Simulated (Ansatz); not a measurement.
Reaction (substitution at a C–N bond): `CN[SiH2][SiH2]N` + `BNB` → `BN(B)C` + `N[SiH2][SiH2]N`

Gas-phase electronic energies from Ansatz, PBE0-D4/def2-TZVP geometries. CCSD(T)/CBS is the MP2 limit (def2-TZVPP, def2-QZVPP) plus CCSD(T) − MP2 in def2-TZVPP, frozen cores. This one scheme is used for every species. Functionals use def2-TZVPP. Each species was taken in one conformer, which may not be the lowest.

| level | ΔE (eV) |
| --- | --- |
| PBE-D4 | -0.03 |
| B2PLYP | -0.04 |

(1) What does CCSD(T)/CBS give? (Best estimate.)

Largest T1 diagnostic among the species: 0.011.

Results:

(1) Computed: -0.07 eV. The listed levels differ from it by 0.04, 0.03 eV.

In def2-TZVPP, CCSD(T) changes the Hartree–Fock value by −0.08 eV (the triples alone add −0.01 eV) and MP2 by −0.09 eV.
